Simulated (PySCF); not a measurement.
Si(H)2(F)(NMe2) (C2H8FNSi), SMILES F[SiH2]N(C)C. Atoms are numbered in the order given.

```xyz
13

Si     0.9379    -0.5086     0.0000
F      1.9047     0.8120     0.0000
N     -0.7397    -0.1468     0.0000
C     -1.4665     0.1587    -1.2185
C     -1.4665     0.1587     1.2185
H      1.2583    -1.2451     1.2474
H      1.2583    -1.2451    -1.2474
H     -0.8827    -0.1370    -2.1034
H     -1.6970     1.2384    -1.3114
H     -2.4276    -0.3882    -1.2520
H     -1.6970     1.2384     1.3114
H     -0.8827    -0.1370     2.1034
H     -2.4276    -0.3882     1.2520
```

Geometry: B3LYP-D3(BJ)/def2-SVP. The structure was generated by enumeration, and PubChem lists no compound with its InChIKey, so it may never have been made. Other conformers were not sampled.

Calculation: PySCF with PBE/pcSseg-1.

GIAO shieldings, no solvent; atoms alike by connectivity are averaged. δ = σ(ref) − σ: ²⁹Si against TMS (σ = 335.4 ppm); ¹⁹F against CFCl3 (σ = 133.6 ppm); ¹⁵N against NH3 (σ = 267.0 ppm); ¹³C against TMS (σ = 182.0 ppm); ¹H against TMS (σ = 31.49 ppm), references at their B3LYP-D3(BJ)/def2-TZVP geometries, non-relativistic.

| atoms | nucleus | count | δ (ppm) |
|---|---|---|---|
| Si1 | ²⁹Si | 1 | … |
| F2 | ¹⁹F | 1 | -180.8 |
| N3 | ¹⁵N | 1 | 67.0 |
| C4, C5 | ¹³C | 2 | … |
| H6, H7 | ¹H | 2 | 5.15 |
| H8, H9, H10, H11, H12, H13 | ¹H | 6 | … |

Task: Fill in the missing entries. (The exact figures need the calculation; the answer reports its results.)

Result: 
- H8, H9, H10, H11, H12, H13, δ (ppm): 3.05
- Si1, δ (ppm): -13.7
- C4, C5, δ (ppm): 43.9
